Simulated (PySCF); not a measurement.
Computed shifts of a molecule C3H7ClSi, PBE/pcSseg-1 (PySCF), GIAO, gas phase, atoms alike by connectivity averaged where their shifts nearly agree, in ppm (number of nuclei): ¹³C: 147.6 (1), 134.3 (1), -3.2 (1). ²⁹Si: -41.3 (1). ¹H: 6.78 (1), 6.46 (1), 4.84 (1), 4.55 (1), 0.59 (3). References: ¹³C against TMS (σ = 182.0 ppm); ²⁹Si against TMS (σ = 335.4 ppm); ³⁵Cl against HCl (σ = 936.5 ppm); ¹H against TMS (σ = 31.49 ppm), references at their B3LYP-D3(BJ)/def2-TZVP geometries, non-relativistic (without spin–orbit terms, shifts of atoms bonded to Cl or Br come out too high). The structure is a stationary point at ωB97X-D3(BJ)/def2-SVP. The values are those of a single conformer.

Task: Which molecule gave these data?
A. C=C(Cl)C[SiH3]
B. [SiH3]C/C=C\Cl
C. C=CC[SiH2]Cl
D. C[SiH2]/C=C/Cl

Result: D, C[SiH2]/C=C/Cl
